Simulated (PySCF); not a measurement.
Method used: core-valence-separated Tamm–Dancoff BHandHLYP/aug-pcX-1 (pcseg-1 on H, def2-SVPD on As) in PySCF, non-relativistic, gas phase, PBE0-D3(BJ)/def2-SVP geometry. BHandHLYP without relativity tends to put these K edges a few eV too low, so spacings mean more than positions.

Main lines of an unknown, eV (oscillator strength): C K: 285.2 (0.013), 285.3 (0.043), 285.4 (0.009), 285.4 (0.009), 285.6 (0.035). Listed: the first five lines at most of each edge with a tenth or more of its strongest line's intensity; roots within 0.03 eV on the same or equivalent atoms are summed. Only the lowest roots were sought, and the top ones are left out.

**Question.** Which candidate gives them?
A. `CC[C@H](C)[AsH2]`
B. `CC(C)C[AsH2]`
C. `CC(C)(C)[AsH2]`
D. `C[AsH]C(C)C`

**Answer.** D. 

- `C[AsH]C(C)C`: C K: 285.2 (0.013), 285.3 (0.043), 285.4 (0.009), 285.4 (0.009), 285.6 (0.035). First C line listed at 285.2 eV, hole on the methyl carbon.
- `CC(C)C[AsH2]`: C K: 285.0 (0.037), 285.3 (0.010), 285.3 (0.010), 285.8 (0.025), 285.8 (0.017). First C line listed at 285.0 eV, hole on the chain CH2 carbon.
- `CC[C@H](C)[AsH2]`: C K: 285.1 (0.041), 285.3 (0.008), 285.4 (0.009), 285.5 (0.018), 286.0 (0.026). First C line listed at 285.1 eV, hole on the sp3 CH carbon.
- `CC(C)(C)[AsH2]`: C K: 285.2 (0.045), 285.4 (0.013), 285.4 (0.022), 285.9 (0.021), 286.0 (0.045). First C line listed at 285.2 eV, hole on the sp3 carbon without hydrogen.

One conformer each; other structures than these candidates weren't tested.

Shape of the structure used: `[CH3:1][AsH:2][CH:3]([CH3:4])[CH3:5]`: C1–As2–C3–C4 74°.
